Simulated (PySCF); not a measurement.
C₂H₉BeNSi. Atoms are numbered in the order given.

```xyz
14

Be    -0.2385     0.1344     0.1736
N      0.8579    -0.4762    -0.6728
C      2.2646    -0.1405    -0.5253
C      0.6125    -1.4584    -1.7160
H      2.8702    -1.0315    -0.2676
H      2.6813     0.2847    -1.4594
H      2.4058     0.6039     0.2745
H      0.9525    -1.0944    -2.7054
H      1.1432    -2.4091    -1.5121
H     -0.4630    -1.6846    -1.7932
Si    -1.8042     1.0025     1.4070
H     -2.8589     0.0068     1.7769
H     -2.5184     2.1423     0.7519
H     -1.2677     1.5356     2.6993
```

Coordinates come from a TPSSh-D3(BJ)/def2-SVP optimisation. The structure was generated by enumeration; whether it is a known compound was not checked. The values are those of a single conformer.

Method: PySCF with PBE/def2-TZVP.

ESP charges are fitted to the potential on shells at 1.4 to 2.0 van der Waals radii. Atomic charges (e):

| atom | meta-Löwdin | ESP fit | Löwdin |
|---|---|---|---|
| Be1 | 1.07 | 0.29 | -0.06 |
| N2 | -0.76 | 0.01 | -0.02 |
| C3 | -0.24 | -0.58 | [?] |
| C4 | -0.24 | -0.67 | [?] |
| H5 | 0.10 | 0.18 | [?] |
| H6 | 0.10 | 0.18 | [?] |
| H7 | 0.11 | 0.18 | [?] |
| H8 | 0.10 | 0.20 | [?] |
| H9 | 0.10 | 0.20 | [?] |
| H10 | 0.11 | 0.21 | [?] |
| Si11 | -0.29 | -0.13 | 0.09 |
| H12 | -0.06 | -0.02 | [?] |
| H13 | -0.06 | -0.03 | [?] |
| H14 | -0.06 | -0.02 | [?] |

**Question.** Some entries are withheld; supply them. (The exact figures need the calculation; the answer reports its results.)

**Answer.** 
- C3, Löwdin: -0.33
- C4, Löwdin: -0.33
- H5, Löwdin: 0.11
- H6, Löwdin: 0.11
- H7, Löwdin: 0.13
- H8, Löwdin: 0.11
- H9, Löwdin: 0.11
- H10, Löwdin: 0.13
- H12, Löwdin: -0.02
- H13, Löwdin: -0.02
- H14, Löwdin: -0.02
